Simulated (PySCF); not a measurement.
A species of formula C5H11ClOSi2 has this rotational fingerprint, computed with PBE0/pcSseg-1 in PySCF (dipole) on a GFN2-xTB geometry, gas phase:

* Rotational constants: A = 1358, B = 522.6, C = 462.5 MHz
* Dipole components: |μa| = 2.81 D, |μb| = 0.30 D, |μc| = 0.08 D
* Inertial defect: -246.40 u·Å²
* κ: -0.87

Problem. Which candidate fits, each taken in the one conformer that was computed?
A. `[SiH3:1][O:2][C@@H:3]1[CH:4]=[CH:5][C@@H:6]([Cl:7])[C@@H:8]1[SiH3:9]` with Si1–O2–C3–C4 -77°, O2–C3–C4–C5 -127°, C4–C5–C6–Cl7 -104°, C5–C6–C8–Si9 95°, O2–C3–C8–C6 138°
B. `[OH:1][CH2:2][CH2:3][C:4]1=[C:5]([CH2:6][Cl:7])[SiH2:8][SiH2:9]1` with H–O1–C2–C3 54°, O1–C2–C3–C4 -74°, C2–C3–C4–C5 94°, C4–C5–C6–Cl7 -107°
C. `[CH2:1]=[CH:2][Si@@H:3]([CH2:4][Cl:5])[C:6](=[CH2:7])[O:8][SiH3:9]` with C1–C2–Si3–C4 -123°, C2–Si3–C4–Cl5 -63°, C2–Si3–C6–C7 103°, Si3–C6–O8–Si9 177°

Solution. C. It is C=C[Si@@H](CCl)C(=C)O[SiH3], an asymmetric top, point group C1. The candidates at the same level (rigid rotor, commonest isotopes):

| SMILES | A (MHz) | B (MHz) | C (MHz) | μa (D) | μb (D) | μc (D) | Δ (u·Å²) | point group | rotor |
| --- | --- | --- | --- | --- | --- | --- | --- | --- | --- |
| C=C[Si@@H](CCl)C(=C)O[SiH3] | 1358 | 522.6 | 462.5 | 2.81 | 0.30 | 0.08 | -246.40 | C1 | asymmetric top |
| OCCC1=C(CCl)[SiH2][SiH2]1 | 1046 | 885.6 | 546.1 | 2.49 | 0.18 | 1.62 | -128.51 | C1 | asymmetric top |
| [SiH3]O[C@@H]1C=C[C@@H](Cl)[C@@H]1[SiH3] | 1695 | 604.3 | 507.8 | 1.88 | 0.89 | 0.72 | -139.15 | C1 | asymmetric top |

`OCCC1=C(CCl)[SiH2][SiH2]1` has B 69 % too high; `[SiH3]O[C@@H]1C=C[C@@H](Cl)[C@@H]1[SiH3]` has A 25 % too high. No structure here is proved a minimum.
